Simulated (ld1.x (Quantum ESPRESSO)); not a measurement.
## Varying the PAW potential for nitrogen (N)

Base potential:

* Element: N (Z = 7)
* Generator: ld1.x (Quantum ESPRESSO) 7.5
* Type: PAW
* Functional: PBE
* Relativity: scalar-relativistic
* Frozen core: [He]
* Valence charge: 5
* Reference configuration: 2s2 2p3
* Partial waves: 2s (bound): rcut 0.55, rcutus 0.75 bohr; 2s channel at 0.1 Ry: rcut 0.55, rcutus 0.75 bohr; 2p (bound): rcut 1.85, rcutus 2.00 bohr; 2p channel at 0.65 Ry: rcut 1.85, rcutus 2.00 bohr
* Local potential: all-electron potential smoothed inside 1.55 bohr (lloc = -1)
* Core correction: Bessel-smoothed model core, default radius (core density twice the valence density)
* Augmentation charge: PSQ, radius 0.55 bohr

Cutoffs, loose and tight: the cutoffs (Ry, on a coarse ladder) from which the occupation-weighted sum of valence levels, in a spherical-Bessel basis at the reference potential, stays within 10 and 1 mRy of its value at 400 Ry. They do not see the model core or the augmentation charge, which bear on the density cutoff. Test errors are all-electron minus pseudo excitation energies from the reference, over the configurations 2s2 2p2; 2s2 2p1; 2s2 2p0; 2s1 2p4; 2s2 2p2.5; 2s1 2p3; 2s1 2p0. A dash means not determined; rows that change the core or the reference have their own tests.

The default core radius of the base comes out at 0.41 bohr.

```tsv
change	outcome	cutoff, loose	cutoff, tight	bound ghosts	largest test error (meV)
base	generated	60 Ry	80 Ry	none	-23
core correction a·sin(br)/r model core, default radius (ld1.x builds one for every PAW set, though the input has nlcc=.false.)	generated	60 Ry	80 Ry	none	-19
core correction Bessel-smoothed model core inside 0.40 bohr	generated	60 Ry	80 Ry	none	-23
core correction Bessel-smoothed model core inside 0.48 bohr	generated	60 Ry	80 Ry	none	-22
core correction Bessel-smoothed model core inside 0.60 bohr	generated	60 Ry	80 Ry	none	-18
core correction Bessel-smoothed model core inside 0.72 bohr	generated	60 Ry	80 Ry	none	-16
core correction Bessel-smoothed model core inside 0.90 bohr	generated	60 Ry	80 Ry	none	-22
```
